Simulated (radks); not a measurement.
Yb, 70 electrons, occupied as [Xe] 4f14 6s2.

All-electron calculation, non-relativistic Kohn-Sham, exchange-only LDA, spin-polarised, spherical densities, point nucleus; relativity is left out, which matters for an element this heavy. Program: a radial shooting solver on a logarithmic mesh with Libxc functionals.

Energy parts (eV):
total: -364113.13
kinetic: 364113.13
electron-nucleus: -867668.81
Hartree: 146658.87
exchange: -7216.32

Orbitals (lengths in bohr, moments of r in powers of bohr; r(90%) holds 90 % of the orbital's charge):
orbital	occ.	eigenvalue (eV)	r(90%)	<r^2>	<r>
1s	2	-56707.78	0.0385	0.0006273	0.02166
2s	2	-9194.870	0.141	0.009874	0.09178
2p	6	-8792.058	0.125	0.007313	0.07768
3s	2	-2052.199	0.342	0.06268	0.2346
3p	6	-1867.741	0.334	0.05819	0.2244
3d	10	-1522.870	0.306	0.04565	0.1975
4s	2	-387.9595	0.758	0.3140	0.5275
4p	6	-313.0259	0.782	0.3286	0.5375
4d	10	-177.4343	0.847	0.3681	0.5630
4f	14	-6.3699	1.30	0.7623	0.7490
5s	2	-44.4984	1.92	1.978	1.324
5p	6	-25.0117	2.25	2.618	1.513
6s	2	-2.9223	6.48	21.39	4.318

The highest occupied level is 6s at -2.922 eV. Virial ratio -V/T = 2.00000. Summed over all electrons, <r^2> = 80.40 bohr^2, which gives a Langevin (diamagnetic) susceptibility term of -63.7 x 10^-6 cm^3/mol. The electron density at the nucleus is 2.446e+05 e/bohr^3. The density falls to 0.001 e/bohr^3 at r = 5.21 bohr.
